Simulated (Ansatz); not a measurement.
Consider the ligand exchange at a Ga–Cl bond: `[OH][Ga]([Cl])[Br]` + HBr → `[OH][Ga]([Br])[Br]` + HCl.

Computed with Ansatz on PBE0-D4/def2-TZVP structures; ΔE is electronic, products minus reactants. CCSD(T)/CBS adds triple-zeta CCSD(T) − MP2 to the extrapolated MP2 energy (def2 sets, frozen cores). This one scheme is used for every species. Functionals use def2-TZVPP. For Br, Ga outer-core shells are correlated without core-valence functions, which leaves a few kJ/mol of doubt a bond. Scalar relativity is left out up to krypton. One conformer a species, not always the lowest.

`[OH][Ga]([Cl])[Br]`:

```xyz
5

O     0.671   -0.498    1.161
Ga   -0.356    0.112   -0.140
Cl   -2.413    0.373    0.258
Br    0.507    0.601   -2.179
H     1.592   -0.588    0.901
```

HBr:

Cartesian coordinates in Å:
```
Br -0.303 -0.550 -0.332
H 0.303 0.550 0.332
```

`[OH][Ga]([Br])[Br]`:

```xyz
5

O     0.486   -0.694   -1.163
Ga    0.053    0.291    0.239
Br   -1.771   -0.232    1.486
Br    1.353    2.061    0.745
H    -0.120   -1.426   -1.306
```

HCl:

Cartesian coordinates in Å:
```
Cl 0.324 0.238 0.497
H -0.324 -0.238 -0.497
```

| level | ΔE (kcal/mol) | difference from CCSD(T)/CBS |
| --- | --- | --- |
| B97M-V | -1.8 | 1.2 |
| r2SCANh-D4 | -2.7 | 0.3 |
| revPBE | -2.6 | 0.4 |
| r2SCAN | -2.6 | 0.4 |
| r2SCAN0 | -2.8 | 0.2 |
| RPA@PBE/def2-TZVPP | -2.7 | 0.3 |
| MP2/def2-SVP | -1.8 | 1.2 |
| CCSD(T)/def2-TZVPP | -2.9 | 0.1 |
| MP2/def2-QZVPP | -3.2 | -0.2 |
| MP2/CBS(def2) | -3.3 | -0.3 |
| CCSD(T)/CBS | -3.0 | 0 |

(1) What do rigid-rotor, harmonic-oscillator terms from PBE0-D4/def2-TZVP frequencies (298.15 K, 1 bar) make of the CCSD(T)/CBS value? (Estimate.)

Largest T1 diagnostic among the species: 0.011.

Results:

(1) The calculation gave: ΔZPE = +0.2 kcal/mol, ΔH = -2.7 kcal/mol, ΔS = 0 J/(mol·K), ΔG = -2.7 kcal/mol.

At CCSD(T), def2-SVP lies +1.8 kcal/mol from the extrapolated value and def2-TZVPP +0.1 kcal/mol. Leaving LDA and LC-ωPBE aside and taking each functional with its dispersion term where it has one, the values, not all of them listed here, spread over 1.2 kcal/mol, from BHLYP-D4 to B97M-V.
